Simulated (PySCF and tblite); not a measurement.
The numbers below are computed, except where a source is named.
2 diastereomers of C₉H₁₂, numbered alike:

```csv
isomer,SMILES,descriptors (one enantiomer),"sequence (m meso, r racemo)"
A,[CH:1]#[C:2][C@H:3]([CH3:4])[CH2:5][C@H:6]([CH3:7])[C:8]#[CH:9],"3R, 6S",m
B,[CH:1]#[C:2][C@@H:3]([CH3:4])[CH2:5][C@H:6]([CH3:7])[C:8]#[CH:9],"3S, 6S",r
```

Protocol: conformer search, at most 7 conformers an isomer, GFN2-xTB geometries, energies PBE0/pcSseg-1 (D3(BJ) added where defined), GIAO shieldings PBE0/pcSseg-1, weights at 298.15 K with GFN2-xTB thermal terms. Programs: PySCF with density fitting and tblite.

(1) What shifts does each isomer give (ppm; of two unlike H on one atom, a is the less shielded)?

Shifts are unscaled: against experiment ¹³C can be off by 15 ppm or more and ¹H by 0.8 ppm.

Answers

(1) 
A (m): ¹H (against TMS): 2.72 (H3/H6, 2H), 1.76 (H5a, 1H), 1.51 (H1/H9, 2H), 1.40 (H5b, 1H), 1.26 (H4/H7, 6H). ¹³C (against TMS): 93.6 (C2/C8), 75.9 (C1/C9), 48.0 (C5), 25.5 (C3/C6), 22.9 (C4/C7).

B (r): ¹H (against TMS): 2.94 (H3/H6, 2H), 1.49 (H1/H9, 2H), 1.38 (H5, 2H), 1.28 (H4/H7, 6H). ¹³C (against TMS): 94.0 (C2/C8), 75.7 (C1/C9), 49.5 (C5), 27.0 (C3/C6), 24.2 (C4/C7).
